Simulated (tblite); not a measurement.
Species: C5H12OSi3.
Structure used (GFN2-xTB), in Å, numbered top down from 1:
```xyz
21
C5H12OSi3 angstrom
C      2.462    0.686    1.044
C      2.252    0.633   -0.262
Si     1.088   -0.581   -1.105
C     -0.528    0.331   -1.589
C     -1.262    0.784   -0.363
C     -1.202    2.046    0.049
Si    -2.128   -0.583    0.628
Si    -0.502   -2.186    0.983
O      0.688   -1.766   -0.064
H      1.977   -0.006    1.714
H      3.124    1.405    1.503
H      2.766    1.343   -0.898
H      1.693   -1.284   -2.236
H     -0.299    1.181   -2.233
H     -1.156   -0.355   -2.162
H     -0.663    2.806   -0.497
H     -1.703    2.374    0.944
H     -3.258   -1.063   -0.193
H     -2.706    0.020    1.838
H     -0.813   -3.567    0.602
H      0.160   -2.202    2.294
```

All values are computed: GFN2-xTB (tblite) harmonic vibrations without scaling, gas phase. Against measured fundamentals such values can be off by several per cent, at times by over 20. Modes of hydrogen on silicon can be 10 to 20 % off. One conformer, not necessarily the lowest.

Harmonic wavenumbers (cm⁻¹): 29.0, 45.6, 66.7, 84.5, 147.0, 171.3, 216.3, 238.9, 287.9, 351.3, 365.9, 375.9, 427.9, 458.2, 466.0, 494.3, 555.8, 568.9, 593.2, 613.7, 626.3, 637.0, 656.5, 675.8, 720.9, 745.8, 779.2, 783.9, 808.5, 823.7, 886.7, 919.0, 967.3, 1000.9, 1009.9, 1029.6, 1090.2, 1196.1, 1219.1, 1276.9, 1416.2, 1419.7, 1475.7, 1661.4, 1669.9, 2135.9, 2177.5, 2189.3, 2211.0, 2260.3, 2960.3, 2977.4, 3034.6, 3058.9, 3070.1, 3100.4, 3105.2.

A = 1216, B = 941.7, C = 716.5 MHz; mass 172.020 u (most abundant isotopes); point group C1, symmetry number 1.

Zero-point energy?

½Σν̃ = 32168 cm⁻¹ = 384.81 kJ/mol.

Entropy at 350 K, 1 bar (ideal gas, RRHO, classical rotation)?

Translation 176.39, rotation 128.98, vibration 204.04: S = 509.4 J/(mol K).

And Cp and H(350 K) − H(0)?

Cp = 238.69 J/(mol K), of which vibrations give 205.44 (their classical limit is 57 R = 473.9); H(350 K) − H(0) = 48.30 kJ/mol without the zero-point energy, 36.66 from vibrations.

What must be added to the electronic energy to get the Gibbs energy at 350 K and 1 bar?

ZPE + [H(350 K) − H(0)] − T·S = 384.81 + 48.30 − 178.29 = 254.82 kJ/mol.

Blend soft modes into free rotors: weight 1/[1 + (100 cm⁻¹/ν̃)⁴] for the oscillator and the rest for a rotor with moment μB/(μ + B), μ = h/(8π²ν), B = 10⁻⁴⁴ kg m². What vibrational entropy results?

182.87 J/(mol K) in place of 204.04, which changes −T·S at 350 K by +7.41 kJ/mol.

Hindered rotation and anharmonicity are outside this model. Other conformers, if any are populated, would add a mixing term that is left out. The structure is chiral; the term R ln 2 for an equal mix with its mirror image is left out.

Time: 2.2 s wall. Hardware: an Arm Neoverse N1 with one thread, shared host with 64 logical CPUs at a one-minute load of 61. The figure is for the frequency step alone.
